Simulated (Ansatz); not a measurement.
H2O4P, doublet, geometry from GFN2-xTB; WB97X/6-31G** in Ansatz (a first-principles code).

Here is a job for Ansatz.
Ansatz 0.2 input:
```yaml
crystal:
  periodic: [false, false, false]
  atoms:
    - {symbol: O, position_ang: [-0.96309460, -0.43245661, -1.11628816]}
    - {symbol: P, position_ang: [-0.05435126, -0.02385139, 0.02107239]}
    - {symbol: O, position_ang: [-1.04196266, 0.24594735, 1.11709079]}
    - {symbol: O, position_ang: [0.84714254, 1.23543449, -0.36251161]}
    - {symbol: O, position_ang: [1.01314101, -1.10351691, 0.42460502]}
    - {symbol: H, position_ang: [0.28274596, 1.97638526, -0.57434383]}
    - {symbol: H, position_ang: [1.69071259, -1.18188115, -0.24491012]}
basis:
  gaussian:
    orbitals: 6-31G__.json
hamiltonian:
  xc: {name: wB97X}
magnetization: {spin_polarized: true, initial_magnetization: 1}
accuracy: high
```
The basis file holds 6-31G** in the JSON format of the Basis Set Exchange.

Output, abridged:

```
Functional definition: wB97X
1880 factors; integrals over basis functions are off by at most 4.1e-9 eV
313 factors; integrals over basis functions are off by at most 1.7e-9 eV
mean field evaluation 1: about -17500.0888 eV, gradient 4.4e1 eV
mean field evaluation 2: about -17501.4689 eV, gradient 4.1e1 eV
mean field evaluation 4: about -17506.8673 eV, gradient 1.8e0 eV
mean field evaluation 8: about -17506.9898 eV, gradient 2.3e-1 eV
mean field evaluation 16: about -17506.9912 eV, gradient 1.6e-2 eV
mean field evaluation 32: about -17506.9913 eV, gradient 4.3e-5 eV
mean field -17506.99126996 eV, -643.3700625063 hartree, gradient 7.4e-8 eV, S^2 0.761235; 2 other end points of the search recorded, 0 dependent functions left out
reference -17506.99126784 eV, -643.3700624283 hartree; 25, 24 occupied and 64, 65 virtual orbitals, 1880 factors
Total energy: -17506.99126784 eV, -643.3700624283 hartree
```
